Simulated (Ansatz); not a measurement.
CH3F3GeS, SMILES `C[S][Ge]([F])([F])[F]`. Total charge 0; spin multiplicity 1. Geometry: relaxed with PBE0-D4/def2-TZVP. It is one conformer, not always the lowest.

```xyz
9

C    -0.769    0.746   -1.141
S    -0.923   -0.937   -0.457
Ge    0.635   -0.793    1.031
F     2.177   -0.436    0.376
F     0.790   -2.247    1.910
F     0.379    0.459    2.171
H    -1.522    0.805   -1.926
H     0.215    0.903   -1.578
H    -0.982    1.498   -0.384
```

(1) What is the dipole moment at r2SCAN/def2-TZVPP? (Best estimate.)

(2) And with PBE, B3LYP, ωB97M-V? (An estimate is asked.)

(3) Give the Mulliken charges with r2SCAN, PBE, ωB97M-V in def2-TZVPP. (Best estimate.)

Answers

(1) The calculation gave: 3.46 D, with components (-1.81, 1.50, -2.55) D in this frame, pointing from negative to positive charge.

(2) Ansatz gave: PBE 3.37 D, B3LYP 3.52 D, ωB97M-V 3.47 D.

(3) The calculation gave: 
| atom | r2SCAN | PBE | ωB97M-V |
| --- | --- | --- | --- |
| C1 | -0.16 | -0.28 | -0.36 |
| S2 | -0.21 | -0.19 | -0.14 |
| Ge3 | 1.07 | 0.95 | 1.04 |
| F4 | -0.34 | -0.30 | -0.34 |
| F5 | -0.33 | -0.29 | -0.33 |
| F6 | -0.34 | -0.30 | -0.34 |
| H7 | 0.09 | 0.13 | 0.14 |
| H8 | 0.11 | 0.15 | 0.17 |
| H9 | 0.11 | 0.15 | 0.17 |

B3LYP here is the variant with VWN-RPA as its local correlation; programs differ in this.
